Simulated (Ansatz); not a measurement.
`[CH3][GeH]1[CH2][O][AlH]1`. Total charge 0; spin multiplicity 1.

```csv
atom,x (Å),y (Å),z (Å)
C1,-0.231,-1.978,-0.361
Ge2,0.677,-0.306,0.114
C3,-0.505,1.073,1.007
O4,-0.457,2.197,0.122
Al5,0.572,1.761,-1.189
H6,-0.451,-2.553,0.540
H7,-1.166,-1.768,-0.883
H8,0.403,-2.582,-1.010
H9,1.928,-0.648,0.955
H10,-0.138,1.358,1.997
H11,-1.536,0.719,1.109
H12,0.904,2.727,-2.401
```

(1) List the harmonic frequencies (cm⁻¹, unscaled) at PBE0-D4/def2-TZVP in Ansatz. (Best estimate.)

(2) Is this a minimum?

(3) Give the ideal-gas thermochemistry at 298.15 K and 1 bar (rigid rotor, harmonic oscillator; point group C1, symmetry number 1).

Answers

(1) The calculation gave: 86, 127, 140, 202, 326, 338, 425, 546, 571, 592, 615, 617, 758, 786, 820, 862, 1016, 1211, 1238, 1257, 1454, 1456, 1476, 1925, 2097, 3035, 3062, 3090, 3151, 3157.

(2) Yes, all 30 modes are real.

(3) Zero-point energy 217.9 kJ/mol; H(298) − E = 240.9 kJ/mol; entropy 363.4 J/(mol·K), of which translation 171.1, rotation 115.1, vibration 77.2; G(298) − E = 132.5 kJ/mol. Modes under 100 cm⁻¹ are hindered rotations or soft bends, so the harmonic entropy is rough.
